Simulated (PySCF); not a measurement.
A structure optimised at PBE0-D3(BJ)/def2-SVP, used in a PySCF frequency run:

```xyz
10

F      2.6602     0.1393    -0.6516
C      1.6232     0.8989    -0.2886
C      0.5737     0.4289     0.3412
C     -0.5128    -0.0095     0.9270
Si    -2.0018    -0.6236    -0.0430
H      1.7371     1.9531    -0.5596
H     -0.5492    -0.0242     2.0270
H     -3.2072     0.1831     0.3195
H     -2.2785    -2.0510     0.3030
H     -1.7231    -0.4951    -1.5014
```
Charge 0, spin multiplicity 1.

Q: Write its SMILES and formula.

A: FC=C=C[SiH3], C3H5FSi

Q: What are its rotational constants (standard atomic weights)?

A: 13.767, 1.4846, 1.4227 GHz
